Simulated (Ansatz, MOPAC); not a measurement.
Molecule: CLiN, net charge 0, singlet state. SMILES: [Li][N][C]

Atoms: Li1, C2, N3. Bonds: Li1-N3, C2-N3.

Bond lengths (Å) and angles (degrees) optimised at PM6 with MOPAC; PM7 with MOPAC; HF/STO-3G with Ansatz (an electronic-structure program); PBE/6-31G* with Ansatz; B3LYP/6-31G* with Ansatz; MP2/6-31G* with Ansatz, each started from the B3LYP-D3(BJ)/def2-TZVP structure (Ansatz) of the last column. A row stands for all coordinates that are equal there. 6-31G* holds six Cartesian d functions. At B3LYP/6-31G* the structure is a saddle point. No wavenumbers were computed at HF/STO-3G, PBE/6-31G*, MP2/6-31G*, so these may be saddle points.

```json
[
 {"coordinate": "Li1-N3", "PM6": "1.736", "PM7": "1.748", "HF/STO-3G": "1.659", "PBE/6-31G*": "1.789", "B3LYP/6-31G*": "1.778", "MP2/6-31G*": "1.808", "B3LYP-D3(BJ)/def2-TZVP": "1.758"},
 {"coordinate": "C2-N3", "PM6": "1.175", "PM7": "1.180", "HF/STO-3G": "1.188", "PBE/6-31G*": "1.194", "B3LYP/6-31G*": "1.184", "MP2/6-31G*": "1.197", "B3LYP-D3(BJ)/def2-TZVP": "1.171"},
 {"coordinate": "Li1-N3-C2", "PM6": "180.0", "PM7": "180.0", "HF/STO-3G": "180.0", "PBE/6-31G*": "180.0", "B3LYP/6-31G*": "180.0", "MP2/6-31G*": "180.0", "B3LYP-D3(BJ)/def2-TZVP": "180.0"}
]
```

Mean signed difference of all 2 bond lengths from B3LYP-D3(BJ)/def2-TZVP: PM6 -0.010 Å, PM7 -0.001 Å, HF/STO-3G -0.041 Å, PBE/6-31G* 0.027 Å, B3LYP/6-31G* 0.016 Å, MP2/6-31G* 0.038 Å.
